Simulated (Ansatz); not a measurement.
Reaction (redistribution): `B[SiH2]O` + `[InH2][CH]1C[SiH2]1` → `B[SiH2][InH2]` + `OC1C[SiH2]1`

Calculated with Ansatz (gas phase, PBE0-D4/def2-TZVP geometries, no zero-point term in ΔE). CCSD(T)/CBS adds triple-zeta CCSD(T) − MP2 to the extrapolated MP2 energy (def2 sets, frozen cores). Functionals use def2-TZVPP. B3LYP here is the variant with VWN-RPA as its local correlation; programs differ in this. def2 core potentials past Kr. For In outer-core shells are correlated without core-valence functions, which leaves a few kJ/mol of doubt a bond. One conformer a species, not always the lowest.

`B[SiH2]O`:

Z-matrix (Å, degrees):
```
Si
O 1 1.655
B 1 2.005 2 116.3
H 1 1.500 2 111.2 3 -120.2
H 1 1.486 2 105.1 3 123.8
H 2 0.958 1 117.3 3 44.7
H 3 1.197 1 119.0 2 169.2
H 3 1.197 1 124.0 2 -13.6
```

`[InH2][CH]1C[SiH2]1`:

Cartesian coordinates in Å:
```
In -1.066 -1.069 -1.407
C -0.532 0.433 -0.005
C 0.847 1.123 0.025
Si 0.609 -0.120 1.362
H 0.201 -1.780 -2.342
H -2.702 -1.601 -1.502
H -1.360 1.044 0.347
H 0.849 2.174 0.299
H 1.530 0.904 -0.790
H 0.355 0.332 2.746
H 1.270 -1.440 1.267
```

`B[SiH2][InH2]`:

Cartesian coordinates in Å:
```
B 0.283 1.292 -0.235
Si -1.014 0.171 -1.020
In 0.575 -0.945 0.909
H 0.012 1.934 0.740
H 1.382 1.362 -0.711
H -0.766 -0.730 -2.176
H -2.375 -0.063 -0.471
H 1.852 -0.435 1.942
H 0.049 -2.587 1.021
```

`OC1C[SiH2]1`:

```xyz
10

O     0.805   -1.275   -1.036
C     0.558   -0.008   -0.500
C    -0.900    0.370   -0.184
Si    0.186    0.182    1.309
H     0.411   -1.308   -1.914
H     1.125    0.799   -0.969
H    -1.257    1.332   -0.535
H    -1.612   -0.438   -0.335
H     0.679    1.376    2.028
H     0.004   -1.028    2.135
```

```tsv
level	ΔE (kJ/mol)
PBE-D4	80.1
B3LYP-D4	116.4
ωB97M-V	116.9
B2PLYP	125.7
PBE0	96.7
HF/def2-TZVPP	176.5
SCS-MP2/def2-TZVPP	141.1
CCSD(T)/def2-TZVPP	124.7
```

**Question.** What does CCSD(T)/CBS give? (An estimate is asked.)

**Answer.** The calculation gave: +126.3 kJ/mol. The listed levels differ from it by -46.2, -9.9, -9.4, -0.6, -29.6, 50.2, 14.8, -1.6 kJ/mol.

Largest T1 diagnostic among the species: 0.015.

In def2-TZVPP, CCSD(T) changes the Hartree–Fock value by −51.8 kJ/mol (the triples alone add −8.9 kJ/mol) and MP2 by −43.3 kJ/mol. From PBE to PBE0 (25 % exact exchange), in def2-TZVPP and without D4, ΔE moves by +16.6 kJ/mol.
